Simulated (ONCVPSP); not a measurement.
Li (Z = 3), ONCV: configuration errors across variants

* Element: lithium
* Generator: ONCVPSP 4.0.1
* Type: optimised norm-conserving Vanderbilt (ONCV)
* Functional: PBE
* Relativity: scalar-relativistic
* Frozen core: none
* Valence charge: 3
* Reference configuration: 1s2 2s1
* Partial waves: 1s+2s: rc 1.10 bohr, ncon 5, nbas 10, qcut 14.2 1/bohr, 2 projectors; p scattering state at 0.26 Ha: rc 1.20 bohr, ncon 5, nbas 9, qcut 7.5 1/bohr, 2 projectors, debl 0.7 Ha
* Local potential: polynomial inside 1.05 bohr (lpopt 5, dvloc0 0 Ha)
* Core correction: none

All-electron excitation energies from the reference (eV): (1) 1s2 2s0 5.296; (2) 1s2 2s0.5 2.049; (3) 1s2 2s0 2p1 1.787; (4) 1s1 2s1 68.407.

2 further variants failed, have other tests or another functional or relativity, and are left out.

Errors AE − PS in meV (a dash: test not solved or not reliable):

```tsv
change	(1)	(2)	(3)	(4)	bound ghosts	GHOST(+) flags above zero
base	+0.2	0.0	+0.3	+457	none	none
p: nproj 1	+0.2	0.0	+0.3	+457	none	none
p: rc 1.1, qcut 8.2, nproj 0; local potential the p channel	+0.2	0.0	+0.3	+454	none	none
s: nbas 8	+0.2	0.0	+0.3	+446	none	none
s: rc 1.06	+0.2	0.0	+0.2	+419	none	none
```

(1) Give the same row for: local potential polynomial inside 1.05 bohr (lpopt 5, dvloc0 -3 Ha).

## Answers

(1) +0.2, 0.0, +0.3, +460; bound ghosts: none; GHOST(+) flags above zero: p.
